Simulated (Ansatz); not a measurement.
Job for Ansatz (a first-principles code): R-CCSD(T)/aug-cc-pV(T+d)Z on CH5Al (SMILES [CH3][AlH2]). Files ending in .json are basis or fitting sets from the Basis Set Exchange.

Ansatz 0.2 input:
```yaml
crystal:
  periodic: [false, false, false]
  atoms:
    - {symbol: C, position_ang: [-0.17782191, 0.91678711, -0.61249953]}
    - {symbol: Al, position_ang: [-0.32978266, -0.37361313, 0.86026338]}
    - {symbol: H, position_ang: [0.86233420, 1.09224218, -0.90214643]}
    - {symbol: H, position_ang: [-0.69800575, 0.55581439, -1.50582924]}
    - {symbol: H, position_ang: [-0.61951890, 1.88521093, -0.36002209]}
    - {symbol: H, position_ang: [0.58492859, -1.68608149, 0.82906625]}
    - {symbol: H, position_ang: [-1.71430386, -0.46922958, 1.65672070]}
basis:
  gaussian:
    orbitals: aug-cc-pV_T+d_Z.json
magnetization: {spin_polarized: false}
correlation: {method: ccsd_t, electrons: outside_noble_gas}
scf: {lower_state_search: off}
```

Output:

```
WARN ansatz: RAYON_NUM_THREADS=1 ignored (pool sized by the plan → 1); use --threads N
Functional definition: HF
these checks for a lower state are left out or cut short: stability, starts, cluster_reference, orbital_swaps, neighbouring_geometries, increment
integrals: 1.04 GiB planned
1202 factors; integrals over basis functions are off by at most 1.3e-3 eV
mean field: 0.54 GiB planned
mean field evaluation 1: about -7690.3168 eV, gradient 3.0e1 eV
mean field evaluation 2: about -7690.3169 eV, gradient 3.0e1 eV
mean field evaluation 4: about -7692.7380 eV, gradient 2.2e0 eV
mean field evaluation 8: about -7692.7636 eV, gradient 4.6e-4 eV
mean field -7692.76359609 eV, -282.7038478139 hartree, gradient 1.4e-6 eV, S^2 0.000000; 0 other end points of the search recorded, 0 dependent functions left out
6 core orbitals not correlated
reference -7692.76359609 eV, -282.7038478139 hartree; 6, 6 occupied and 204, 204 virtual orbitals, 1202 factors
second order -7.49643624 eV of doubles, -0.00000000 eV of singles
coupled cluster: 1.18 GiB planned
cycle   1  -8.09153249 eV  change   -6.0e-1 eV  update   6.1e-2
cycle   2  -8.35161967 eV  change   -2.6e-1 eV  update   2.0e-2
cycle   3  -8.37526551 eV  change   -2.4e-2 eV  update   6.0e-3
cycle   4  -8.37381510 eV  change    1.5e-3 eV  update   1.9e-3
cycle   5  -8.37358407 eV  change    2.3e-4 eV  update   5.9e-4
cycle   6  -8.37350169 eV  change    8.2e-5 eV  update   1.9e-4
cycle   7  -8.37349086 eV  change    1.1e-5 eV  update   5.8e-5
cycle   8  -8.37350143 eV  change   -1.1e-5 eV  update   2.4e-5
cycle   9  -8.37350101 eV  change    4.2e-7 eV  update   1.0e-5
perturbative correction -0.26728959 eV, -0.0098227112 hartree
Total energy: -7701.40438669 eV, -283.0213910113 hartree
Checks for a lower state left out: stability, starts, cluster_reference, orbital_swaps, neighbouring_geometries, increment
```

Self-consistency was reached.

Cost: about 120 core-seconds (a rough figure).
